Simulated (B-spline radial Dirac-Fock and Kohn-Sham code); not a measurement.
# Electron momentum distribution of W: Compton profiles

System: neutral tungsten, [Xe] 4f14 5d4 6s1 6p1 (an excited configuration).

Method: the impulse approximation on configuration-average Dirac-Fock orbitals. Computed with an atomic code on a B-spline grid. pz is in atomic units of momentum; subshell profiles are per electron, for a selection of subshells; open shells are spread over both j values by their weights.

| pz | J total | J 3s1/2 | J 4d3/2 | J 6p3/2 |
| --- | --- | --- | --- | --- |
| 0 | 10.79 | 0.0796 | 0.0864 | 1.31 |
| 0.1 | 10.65 | 0.0795 | 0.0864 | 1.30 |
| 0.2 | 10.18 | 0.0795 | 0.0864 | 1.14 |
| 0.3 | 9.491 | 0.0793 | 0.0864 | 0.825 |
| 0.4 | 8.811 | 0.0792 | 0.0864 | 0.489 |
| 0.5 | 8.283 | 0.0789 | 0.0864 | 0.251 |
| 0.6 | 7.900 | 0.0787 | 0.0864 | 0.117 |
| 0.8 | 7.333 | 0.0780 | 0.0864 | 0.0248 |
| 1 | 6.784 | 0.0771 | 0.0864 | 0.0120 |
| 1.2 | 6.206 | 0.0761 | 0.0863 | 0.0115 |
| 1.4 | 5.646 | 0.0749 | 0.0862 | 0.0106 |
| 1.6 | 5.149 | 0.0735 | 0.0860 | 0.00866 |
| 1.8 | 4.735 | 0.0720 | 0.0856 | 0.00639 |
| 2 | 4.404 | 0.0703 | 0.0851 | 0.00441 |
| 2.5 | 3.845 | 0.0657 | 0.0826 | 0.00150 |
| 3 | 3.484 | 0.0604 | 0.0783 | 0.000608 |
| 4 | 2.856 | 0.0489 | 0.0640 | 0.000458 |
| 5 | 2.243 | 0.0376 | 0.0460 | 0.000344 |
| 7 | 1.365 | 0.0195 | 0.0173 | 7.94e-05 |
| 10 | 0.7743 | 0.00769 | 0.00355 | 3.53e-05 |
| 15 | 0.3818 | 0.00598 | 0.00249 | 1.38e-05 |
| 20 | 0.2099 | 0.00420 | 0.00154 | 2.90e-06 |
| 30 | 0.07929 | 0.000708 | 0.000299 | 1.99e-06 |
| 40 | 0.03652 | 0.000201 | 5.61e-05 | < 1e-6 |
| 60 | 0.01142 | 0.000162 | 3.27e-06 | < 1e-6 |
| 100 | 0.002248 | 4.18e-05 | < 1e-6 | < 1e-6 |

J(0) = 10.79. The 6s1/2 subshell gives the largest part, 13 %.

Mean momentum ⟨p⟩ by subshell (a.u.): 1s1/2 77.0, 2s1/2 27.5, 2p1/2 36.3, 2p3/2 32.1, 3s1/2 13.9, 3p1/2 16.6, 3p3/2 15.3, 3d3/2 18.4, 3d5/2 18.0, 4s1/2 7.07, 4p1/2 7.93, 4p3/2 7.39, 4d3/2 8.09, 4d5/2 7.90, 4f5/2 7.76, 4f7/2 7.65, 5s1/2 2.77, 5p1/2 2.89, 5p3/2 2.64, 5d3/2 2.06, 5d5/2 1.98, 6s1/2 0.743, 6p1/2 0.600, 6p3/2 0.545.
